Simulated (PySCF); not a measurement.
## Curvature of the energy in the electron number along the 4p block, charge +2

Calculated with PySCF 2.14, in def2-TZVPPD, non-relativistic: one orbital is emptied in steps, and each cell gives the departure of E from the straight line at half an electron, in eV (from a cubic fit). The exact functional gives zero.

```
species   orbital    LDA    PBE  r2SCAN   PBE0  BHandHLYP  LC-wPBE   UHF
   Ga²⁺  4s alpha  -1.18  -1.21   -1.01  -0.88      -0.63    -0.16  0.02
   Ge²⁺   4s beta  -1.27  -1.28   -1.07  -0.93      -0.66    -0.19  0.06
   As²⁺  4p alpha  -1.26  -1.21   -1.13  -0.88      -0.60    -0.19  0.08
   Se²⁺  4p alpha  -1.36  -1.31   -1.22  -0.95      -0.63    -0.23  0.11
   Br²⁺  4p alpha  -1.46  -1.41   -1.32  -1.02      -0.66    -0.29  0.14
   Kr²⁺   4p beta  -1.46  -1.40   -1.29  -1.00      -0.66    -0.27  0.19
```

Question: How does the mean departure depend on the functional?

Answer: LDA -1.33 eV; PBE -1.30 eV; r2SCAN -1.17 eV; PBE0 -0.95 eV; BHandHLYP -0.64 eV; LC-wPBE -0.22 eV; UHF 0.10 eV. Semilocal functionals are convex (delocalisation error), Hartree-Fock is concave or straight, and exact exchange removes curvature roughly in proportion to its share, so among the functionals the range-separated hybrids usually come closest to zero.

No spin-orbit coupling is included.
